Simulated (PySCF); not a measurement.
How methods differ on the excitation energy of N

N [He] 2s2 2p3 (4S) → N [He] 2s2 2p2 3s1, s spin flipped, as a difference of total energies. All numbers are calculated (PySCF 2.14, the spin-free X2C one-electron Hamiltonian (Gaussian nucleus), in aug-cc-pCVTZ-DK with one added diffuse shell each of s, p, d, f type (8s7p5d3f, 75 functions)). Correlated levels: valence and next inner shell: nothing frozen. The calculations carry no spin-orbit coupling.

| method | excitation energy (eV) |
| --- | --- |
| UHF | 10.149 |
| MP2 (valence and next inner shell) | 10.728 |
| SCS-MP2 (valence and next inner shell) | 10.469 |

Question: How much does correlation contribute at MP2 (valence and next inner shell)?

Answer: 10.728 − (10.149) = 0.579 eV, measured against UHF.

The upper determinant mixes two multiplicities, so it lies between the two terms.

The promoted electron is Rydberg-like, and one or two diffuse shells describe it only roughly, which tends to raise the upper state.
